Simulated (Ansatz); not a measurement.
```yaml
crystal:
  periodic: [false, false, false]
  atoms:
    - {symbol: C, position_ang: [-2.063624, -1.134852, 1.501738]}
    - {symbol: O, position_ang: [-1.418332, -0.054948, 0.907989]}
    - {symbol: Ti, position_ang: [0.050800, -0.106290, -0.218859]}
    - {symbol: F, position_ang: [-0.505998, -1.574709, -1.163393]}
    - {symbol: C, position_ang: [0.898398, 1.901403, -1.195305]}
    - {symbol: C, position_ang: [-0.302465, 2.217281, -0.531801]}
    - {symbol: C, position_ang: [-1.354853, 1.591743, -1.236265]}
    - {symbol: C, position_ang: [-0.818617, 0.872212, -2.313161]}
    - {symbol: C, position_ang: [-1.571636, 0.053307, -3.297382]}
    - {symbol: C, position_ang: [0.588369, 1.042453, -2.266558]}
    - {symbol: C, position_ang: [1.857111, -1.661346, 0.108898]}
    - {symbol: C, position_ang: [2.402287, -0.379223, -0.019083]}
    - {symbol: C, position_ang: [1.979137, 0.381517, 1.103308]}
    - {symbol: C, position_ang: [1.201684, -0.444344, 1.937768]}
    - {symbol: C, position_ang: [0.594123, -0.041777, 3.236551]}
    - {symbol: C, position_ang: [1.100988, -1.698070, 1.298430]}
    - {symbol: H, position_ang: [-1.520623, -1.514533, 2.378421]}
    - {symbol: H, position_ang: [-2.179642, -1.965425, 0.793877]}
    - {symbol: H, position_ang: [-3.060525, -0.823839, 1.836180]}
    - {symbol: H, position_ang: [1.884059, 2.243028, -0.922983]}
    - {symbol: H, position_ang: [-0.403997, 2.822407, 0.356678]}
    - {symbol: H, position_ang: [-2.393818, 1.595978, -0.946431]}
    - {symbol: H, position_ang: [-1.417852, 0.430687, -4.311938]}
    - {symbol: H, position_ang: [-2.641060, 0.074985, -3.084995]}
    - {symbol: H, position_ang: [-1.241794, -0.987154, -3.262572]}
    - {symbol: H, position_ang: [1.296930, 0.590171, -2.945979]}
    - {symbol: H, position_ang: [1.932426, -2.458932, -0.613457]}
    - {symbol: H, position_ang: [3.027662, -0.030724, -0.826312]}
    - {symbol: H, position_ang: [2.244405, 1.406382, 1.316622]}
    - {symbol: H, position_ang: [-0.361639, 0.465469, 3.082076]}
    - {symbol: H, position_ang: [1.255574, 0.639282, 3.775435]}
    - {symbol: D, position_ang: [0.416282, -0.910510, 3.871957]}
    - {symbol: H, position_ang: [0.526261, -2.541637, 1.650535]}
basis:
  gaussian: {orbitals: def2-TZVP}
total_charge: 1
magnetization: {spin_polarized: true, initial_magnetization: 1}
hamiltonian: {xc: {name: wB97}, pseudopotentials: {relativity: scalar}}
accuracy: high
output: {forces: true}
```

```sh
$ ansatz run in.yaml --threads 11 --pin off --events-out ev --progress --plain --max-ram 174080MiB --backend cpu
```

Output, abridged:

```
Error: YAML parse error: error: line 35 column 16: `D` is not an element symbol (H … Og, case-exact)
33 |     - {symbol: H, position_ang: [-0.361639, 0.465469, 3.082076]}
34 |     - {symbol: H, position_ang: [1.255574, 0.639282, 3.775435]}
35 |     - {symbol: D, position_ang: [0.416282, -0.910510, 3.871957]}
36 |     - {symbol: H, position_ang: [0.526261, -2.541637, 1.650535]}
37 | basis:
```

In this input an element symbol is wrong. The input was rejected before any iteration.
